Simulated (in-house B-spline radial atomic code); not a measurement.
# RPA and G0W0 on PBEsol: the titanium ion Ti⁷⁺

Configuration [Ne] 3s2 3p3, highest spin, mean-field start PBEsol. Computed with an all-electron radial atomic-structure program (B-spline basis): all electrons, non-relativistic, point nucleus, each spin shell either full or empty, empty states to l = 9 with an (l + 1/2)⁻⁴ tail; G0W0 by contour deformation at full frequency.

Command:
```bash
python run_gw.py task.json out
```
Settings (radii: box in bohr, nucleus in fm):
```
Z                        22
electrons                15
configuration            [Ne] 3s2 3p3
hamiltonian              nr
method                   pbesol
lmax                     9
spin_polarised           True
box_radius               8.41
intervals                48
```

Cost of the run: 1.9 s on 1 thread of Arm Neoverse N1 (shared host).

Energies (hartree):

```
                                     term       value
                         mean-field total  -831.59276
Hartree-Fock functional on these orbitals  -832.14084
                      direct second order     -1.1182
                    second-order exchange     0.40727
                         SOSEX correction     0.36824
```

Question: What is the RPA correlation energy, and what remains with SOSEX?

Answer: RPA gives -0.98162 hartree (-1.78 eV per electron); RPA + SOSEX gives -0.61338, and the second-order doubles -0.71095 hartree (no singles). RPA lacks exchange-type terms and so overcorrelates at short range.

Quasi-particle levels (eV):

```json
{"level": "3p up", "occupied": "yes", "mean field": "-157.32", "Σx - vxc": "-11.52", "Σc": "?", "QP weight": "?", "G0W0": "?"}
{"level": "3s down", "occupied": "yes", "mean field": "-174.92", "Σx - vxc": "-7.83", "Σc": "-3.47", "QP weight": "0.959", "G0W0": "-186.21"}
{"level": "2p down", "occupied": "yes", "mean field": "-580.61", "Σx - vxc": "-39.59", "Σc": "7.85", "QP weight": "0.928", "G0W0": "-612.34"}
{"level": "3p down", "occupied": "no", "mean field": "-150.50", "Σx - vxc": "13.02", "Σc": "-3.71", "QP weight": "0.952", "G0W0": "-141.19"}
```

G0W0 = mean field + (Σx - vxc) + Σc, with Σc (partial-wave tail included) taken at the quasi-particle energy. Only the outer levels were computed. Levels of low weight are left out.

Question: Where does G0W0 put 3p up?

Answer: At -168.98 eV, with Σc = -0.14 eV and a quasi-particle weight of 0.952. The tabulated removal energy is 170.5 ± 0.4 eV (NIST, semi-empirical); the calculation leaves out relativity, Breit and QED terms, and what these don't explain is the method's own error.
